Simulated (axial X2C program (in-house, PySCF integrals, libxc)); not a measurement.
## Which molecule gave these maps?

PBE0 fields computed with an in-house relativistic program for diatomic molecules, two-component, near the equilibrium distance, one atom at z = 0.

The maps cover the half plane through the axis: z from -2.4 to 4.8 Å along the bond, ρ from 0.15 to 2.25 Å away from it.

log10 of the density in e/bohr³:

```
 ρ\z  -2.4  -1.8  -1.2  -0.6   0.0   0.6   1.2   1.8   2.4   3.0   3.6   4.2   4.8
0.15  -3.3  -2.4  -1.5  -0.2   1.8  -0.2  -1.1  -0.7   1.2  -0.6  -1.4  -2.4  -3.4
0.45  -3.3  -2.4  -1.5  -0.6   0.4  -0.6  -1.3  -0.8  -0.4  -0.7  -1.5  -2.5  -3.5
0.75  -3.3  -2.5  -1.7  -1.0  -0.6  -1.0  -1.5  -1.1  -0.7  -1.0  -1.7  -2.7  -3.6
1.05  -3.4  -2.6  -1.8  -1.3  -1.1  -1.3  -1.7  -1.5  -1.2  -1.4  -2.0  -2.9  -3.7
1.35  -3.4  -2.7  -2.1  -1.6  -1.4  -1.6  -2.0  -1.9  -1.7  -1.8  -2.4  -3.1  -3.9
1.65  -3.5  -2.9  -2.3  -1.9  -1.8  -2.0  -2.3  -2.4  -2.2  -2.3  -2.8  -3.4  -4.1
1.95  -3.7  -3.1  -2.6  -2.2  -2.1  -2.3  -2.7  -2.8  -2.7  -2.8  -3.1  -3.7  -4.3
2.25  -3.8  -3.3  -2.9  -2.6  -2.5  -2.7  -3.0  -3.2  -3.1  -3.2  -3.5  -4.0  -4.6
```

Electron localisation function (collinear form, no current term, damped to 0 at low density):

```
 ρ\z  -2.4  -1.8  -1.2  -0.6   0.0   0.6   1.2   1.8   2.4   3.0   3.6   4.2   4.8
0.15  0.00  0.07  0.35  0.51  0.77  0.52  0.45  0.71  0.82  0.33  0.67  0.18  0.02
0.45  0.01  0.09  0.43  0.28  0.76  0.27  0.40  0.80  0.10  0.81  0.66  0.18  0.01
0.75  0.01  0.14  0.56  0.38  0.27  0.29  0.31  0.76  0.87  0.89  0.63  0.16  0.01
1.05  0.01  0.18  0.65  0.76  0.59  0.61  0.21  0.59  0.86  0.84  0.55  0.13  0.01
1.35  0.02  0.22  0.68  0.86  0.86  0.73  0.14  0.32  0.73  0.72  0.42  0.08  0.00
1.65  0.02  0.22  0.65  0.85  0.88  0.70  0.10  0.11  0.49  0.52  0.27  0.04  0.00
1.95  0.01  0.18  0.57  0.80  0.82  0.60  0.07  0.03  0.21  0.28  0.12  0.01  0.00
2.25  0.01  0.11  0.44  0.68  0.71  0.45  0.04  0.01  0.05  0.09  0.03  0.00  0.00
```

Task: Which molecule is it?
A. TeCl⁻
B. FeSi
C. RbSe
D. OsH⁻

Result: A. TeCl⁻, with Te at z = 0 and Cl at z = 2.466 Å, state Ω = 0 (closed shell), basis Te dyall-acv3z [12s13p9d5f1g], Cl dyall-av3z [9s8p3d2f] (cores contracted in-house). The state is a single determinant with fixed occupations, the lowest that a limited PBE0 search found. The highest occupied level of some functionals is positive through self-interaction error; at Hartree–Fock it is bound.
